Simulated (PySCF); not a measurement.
C2H6N (SMILES CC[NH-]), charge -1, singlet, geometry from GFN2-xTB (in this run its highest filled SCF level lies above zero, so its values depend strongly on the basis, on diffuse functions most of all). Base run: HF/STO-3G run with PySCF.

The PySCF input:
```python
from pyscf import gto, scf

mol = gto.Mole()
mol.atom = '''
    C     1.191191   -0.382927    0.007172
    C    -0.131227    0.521680    0.020645
    N    -1.347911   -0.107551    0.083890
    H     2.099467    0.229158    0.017145
    H     1.194065   -1.037068    0.879195
    H     1.200633   -1.006310   -0.888497
    H     0.068229    1.238652   -0.896924
    H    -0.027302    1.178907    0.908696
    H    -1.459500   -0.683001   -0.773743
'''
mol.basis = 'sto-3g'
mol.charge = -1
mol.spin = 0
mol.verbose = 4
mol.build()

mf = scf.RHF(mol)
mf.kernel()
mo_i, mo_e, stable_i, stable_e = mf.stability(internal=True, external=True, return_status=True, nroots=6, tol=1e-6)
print('internally stable:', stable_i, ' externally stable:', stable_e)
if not stable_e:
    umf = mf.to_uhf() if not hasattr(mf, 'xc') else mf.to_uks()
    umf.scf_summary = {}
    umf.kernel(umf.make_rdm1(mo_e, umf.mo_occ))
mf.analyze()
```

The bond that is stretched is that between atoms 7 and 2. A test that says stable can miss a lower solution.

The base run was repeated with changes; each row names its change, and settings that it needs were set with it.

```tsv
change	ΔE vs base (eV)	<S^2>	E after following the instability (Eh)	<S^2> there	HOMO-LUMO gap (eV)	stability test says
base	0.00	0.000	-	-	19.77	stable
bond × 1.25	1.17	0.000	-	-	15.73	stable
bond × 1.5	2.66	0.000	-131.67779	0.49	12.93	external instability
bond × 1.8	4.14	0.000	-131.66054	0.82	10.31	external instability
bond × 2.2	5.44	0.000	-131.64865	0.96	7.47	external instability
bond × 3.0	6.54	0.000	-131.64402	1.01	4.33	external instability
```

Where a bond breaks into two radicals, a solution with restricted orbitals usually stops being the lowest and lies too high; an unrestricted one lies lower at the price of spin contamination, which <S^2> shows.
